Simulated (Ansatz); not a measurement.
Two isomers of CH7FSiSn: A = `F[CH]([SiH3])[SnH3]`, B = `F[CH2][SnH2][SiH3]`.

Gas-phase electronic energies from Ansatz, PBE0-D4/def2-TZVP geometries. CCSD(T)/CBS adds triple-zeta CCSD(T) − MP2 to the extrapolated MP2 energy (def2 sets, frozen cores). Functionals use def2-TZVPP. B3LYP here is the variant with VWN-RPA as its local correlation; programs differ in this. Elements past krypton have def2 core potentials. For Sn outer-core shells are correlated without core-valence functions, which leaves a few kJ/mol of doubt a bond. One conformer a species, not always the lowest.

(1) Which isomer does CCSD(T)/CBS put lower? Give the gap. (Best estimate.)

(2) Give E(B) − E(A) in kJ/mol with CCSD(T)/def2-TZVPP, B3LYP-D4, PBE0-D4, CCSD/def2-TZVPP, ωB97M-V, B2PLYP, B3LYP. (Best estimate.)

Largest T1 diagnostic: 0.013.

## Answers

(1) Ansatz gave: B, by 42.7 kJ/mol.

(2) The calculation gave: CCSD(T)/def2-TZVPP -39.6, B3LYP-D4 -41.5, PBE0-D4 -46.7, CCSD/def2-TZVPP -40.5, ωB97M-V -37.4, B2PLYP -42.2, B3LYP -44.8. None reverses the order clearly.

The D4 term adds +3.3 kJ/mol with B3LYP and +1.6 kJ/mol with PBE0; it sums over pairs of atoms, weighted by their polarisabilities, and B3LYP, whose exchange is more repulsive, gets the larger term.
